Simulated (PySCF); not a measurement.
## Ionisation energy of Al⁺ by level of theory

Al⁺ [Ne] 3s2 (1S) → Al²⁺ [Ne] 3s1 (2S), as a difference of total energies. Computed with PySCF 2.14 in aug-cc-pVQZ-DK, with the spin-free X2C one-electron Hamiltonian (Gaussian nucleus). Correlated levels: valence: [Ne] frozen. The calculations carry no spin-orbit coupling.

Problem. Order these methods by the ionisation energy they give, lowest first.
A. MP2 (valence)
B. SCS-MP2 (valence)
C. CCSD (valence)
D. UHF

Solution. D (17.551 eV), A (18.343 eV), B (18.501 eV), C (18.642 eV).

Errors of the correlated levels include the incompleteness of this basis and the frozen core.

With two correlated electrons CCSD is exact in that space.

For comparison: 18.829 eV (measured; NIST Atomic Spectra Database, ionization energies).
